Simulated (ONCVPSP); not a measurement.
Before and after: ONCV potential for tellurium (Te)

tellurium (Te), optimised norm-conserving Vanderbilt (ONCV), made with ONCVPSP 4.0.1 (PBE, fully relativistic). Core [Ar] 3d10, reference 4s2 4p6 4d10 5s1.75 5p4.25. Waves: 4s+5s: rc 1.25 bohr, ncon 4, nbas 7, qcut 8.1 1/bohr, 2 projectors; 4p+5p: rc 1.20 bohr, ncon 4, nbas 7, qcut 10.1 1/bohr, 2 projectors; 4d: rc 1.05 bohr, ncon 4, nbas 8, qcut 8.7 1/bohr, 2 projectors, debl 2.7 Ha; f scattering state at 0.44 Ha: rc 1.05 bohr, ncon 5, nbas 8, qcut 9.5 1/bohr, 2 projectors, debl 0.6 Ha. Local part: polynomial inside 1.05 bohr (lpopt 5, dvloc0 -1 Ha). Core correction: none.

Open shells are filled in proportion to 2j + 1.

Change: core correction Teter function, fcfact 4.25, rcfact 1.45.

Cutoffs: the cutoffs (Ha) at which the residual kinetic energy of the hardest occupied pseudo-wave falls to 1 and 0.1 mHa per electron; they do not see the model core or the augmentation charge, which bear on the density cutoff. Errors are all-electron minus pseudo energies relative to the spin-unpolarised reference configuration.

Q: What does the change do?

A: The potential gets neither clearly harder nor softer (127 Ha and 209 Ha → 127 Ha and 209 Ha); the errors of the 4 common tests hardly move; neither file shows a bound ghost. A model core, the more so a compact one, raises the density cutoff, which this test does not measure.

| quantity | base | changed |
| --- | --- | --- |
| cutoff, loose | 127 Ha | 127 Ha |
| cutoff, tight | 209 Ha | 209 Ha |
| bound ghosts | none | none |
| GHOST(+) flags under 300 eV | f7/2 at 83.9 eV, f5/2 at 84.4 eV | f7/2 at 83.9 eV, f5/2 at 84.4 eV |
| error for 4s2 4p6 4d10 5s2 5p4, meV [ΔE -2.29 eV] | 0.0 | -0.1 |
| error for 4s2 4p6 4d10 5s2 5p3, meV [ΔE 7.46 eV] | +0.9 | +0.7 |
| error for 4s2 4p6 4d10 5s2 5p2, meV [ΔE 25.41 eV] | +2.2 | +1.9 |
| error for 4s2 4p6 4d9 5s2 5p5, meV [ΔE 35.91 eV] | +17 | +17 |
| s: phases at 1.27 bohr within 0.05 rad from the reference energy up to (Ha; the scan ends near 5) | to the end of the scan | to the end of the scan |
| p3/2: phases at 1.22 bohr within 0.05 rad from the reference energy up to (Ha; the scan ends near 5) | to the end of the scan | to the end of the scan |
| p1/2: phases at 1.22 bohr within 0.05 rad from the reference energy up to (Ha; the scan ends near 5) | to the end of the scan | to the end of the scan |
| d5/2: phases at 1.07 bohr within 0.05 rad from the reference energy up to (Ha; the scan ends near 5) | to the end of the scan | to the end of the scan |
| d3/2: phases at 1.07 bohr within 0.05 rad from the reference energy up to (Ha; the scan ends near 5) | to the end of the scan | to the end of the scan |
| f7/2: phases at 1.07 bohr within 0.05 rad from the reference energy up to (Ha; the scan ends near 5) | n/a | n/a |
| f5/2: phases at 1.07 bohr within 0.05 rad from the reference energy up to (Ha; the scan ends near 5) | 2.8 | 2.8 |
